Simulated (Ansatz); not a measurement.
Ge3Se3⁺. Total charge 1; doublet. Geometry PBE0-D4/def2-SVP, that of the neutral singlet.

Cartesian coordinates in Å:
```
Ge -1.033 -0.874 -0.871
Ge 1.626 1.324 -1.313
Ge 0.133 0.141 1.597
Se -1.712 -1.394 1.382
Se -0.589 1.705 -0.423
Se 1.575 -0.902 -0.372
```

The structure comes from a short search, and lower isomers may exist.

Estimate the α-spin orbital energies around the gap (eV) in Ansatz with PBE-D4/def2-TZVP, r2SCAN-D4/def2-TZVP, PBE0-D4/def2-TZVP.


```
orbital  PBE-D4/def2-TZVP  r2SCAN-D4/def2-TZVP  PBE0-D4/def2-TZVP
 HOMO−5            -12.04               -12.40             -13.09
 HOMO−4            -11.74               -12.10             -12.76
 HOMO−3            -11.25               -11.58             -12.34
 HOMO−2            -10.63               -10.91             -11.57
 HOMO−1            -10.42               -10.74             -11.42
   HOMO            -10.38               -10.68             -11.30
   LUMO             -8.14                -8.22              -7.48
 LUMO+1             -7.00                -6.98              -6.29
 LUMO+2             -6.95                -6.87              -6.23
 LUMO+3             -6.62                -6.51              -5.89
 LUMO+4             -6.32                -6.20              -5.58
 LUMO+5             -5.81                -5.60              -5.05
 β HOMO            -10.28               -10.57             -11.30
 β LUMO             -9.99               -10.02              -9.41
```
